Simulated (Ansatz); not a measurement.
`BC1[SiH2]S1` + `N=CCl` → `B/N=C\Cl` + `C1[SiH2]S1` at 500 K and 1 bar (ligand exchange at a B–C bond).

Isolated molecules relaxed with PBE0-D4/def2-TZVP in Ansatz; ΔE leaves out vibrations. CCSD(T)/CBS adds triple-zeta CCSD(T) − MP2 to the extrapolated MP2 energy (def2 sets, frozen cores). This one scheme is used for every species. One conformer a species, not always the lowest.

| species | CCSD(T)/CBS energy (Eh) | H − E (kJ/mol) | S (J/(mol·K)) |
| --- | --- | --- | --- |
| `BC1[SiH2]S1` | -752.69150 | 186.5 | 365.1 |
| `N=CCl` | -553.70684 | 105.7 | 288.6 |
| `B/N=C\Cl` | -579.12291 | 144.8 | 337.9 |
| `C1[SiH2]S1` | -727.30403 | 147.4 | 318.9 |

H − E and S are ideal-gas, rigid-rotor, harmonic terms from PBE0-D4/def2-TZVP, for one conformer and one mirror image of each species. 1 Eh = 2625.50 kJ/mol, R = 8.31446 J/(mol·K).

By hand: ΔE, ΔH, ΔS and ΔG.

ΔE = (-579.12291) + (-727.30403) − (-752.69150) − (-553.70684) = -0.02860 Eh = -75.1 kJ/mol. Δ(H − E) = 144.8 + 147.4 − 186.5 − 105.7 = 0.0, so ΔH = -75.1 kJ/mol. ΔS = 337.9 + 318.9 − 365.1 − 288.6 = 3.1 J/(mol·K). ΔG = -75.1 − 500 × (3.1)/1000 = -76.6 kJ/mol.

By hand: the equilibrium constant, and the temperature at which ΔG would vanish if ΔH and ΔS stayed fixed.

log₁₀ K = −ΔG/(RT ln 10) = 8.0. ΔH and −TΔS have one sign here, so there is no such temperature.

The number of gas molecules stays the same, so ΔS is small and ΔH decides. A doubt of 5 kJ/mol in ΔE shifts log₁₀ K by 0.5 here. Other conformers and mirror images would add mixing entropy, several J/(mol·K) or more a flexible species. These are equilibria of isolated gas molecules and say nothing of rates. Largest T1 diagnostic: 0.014 (customary marks: 0.02 for closed shells, 0.045 for open ones).

ΔS is within the doubt of such terms, so its sign, and with it that verdict, could turn.
